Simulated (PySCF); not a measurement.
## Working with the constants of MgPb

ROHF-CCSD(T) constants of MgPb, ³Σ⁻ (triplet), unpaired electrons π ↑↑ (basis Mg def2-SVP, Pb def2-SVP with ECP60; scalar-relativistic core potentials; PySCF 2.14; masses 23.9850 and 207.9766 u):

- ωe: 191.7 cm⁻¹
- ωexe: 1.54 cm⁻¹
- Be: 0.094434 cm⁻¹
- αe: 0.000792 cm⁻¹
- D (centrifugal): 9.17e-08 cm⁻¹
- De to Mg + Pb: 0.63 eV

Q: Give the vibrational terms G(v) and spacings up to v = 6.

A: G(v) = ωe(v+½) − ωexe(v+½)².

```csv
v,G(v) (cm⁻¹),G(v) − G(v−1),Bv (cm⁻¹)
0,95.5,,0.09404
1,284.1,188.6,0.09325
2,469.6,185.5,0.09245
3,652.1,182.5,0.09166
4,831.5,179.4,0.09087
5,1007.8,176.3,0.09008
6,1181.0,173.2,0.08929
```

Q: How well does the Morse estimate ωe²/(4ωexe) reproduce De, and what is D0?

A: It gives 0.74 eV, 117 % of the computed De. D0 = De − G(0) = 0.63 − 0.01 = 0.62 eV.

Correlated steps freeze 5 core orbitals. Correlated levels converge slowly with the basis: in double zeta they bind strong bonds too weakly, by up to about 1 eV, and carry superposition errors of some tenths. Spin–orbit coupling is left out, which matters for elements this heavy, above all for dissociation energies. The state is the lowest determinant that a PBE0 search found; another state may lie lower at other levels.
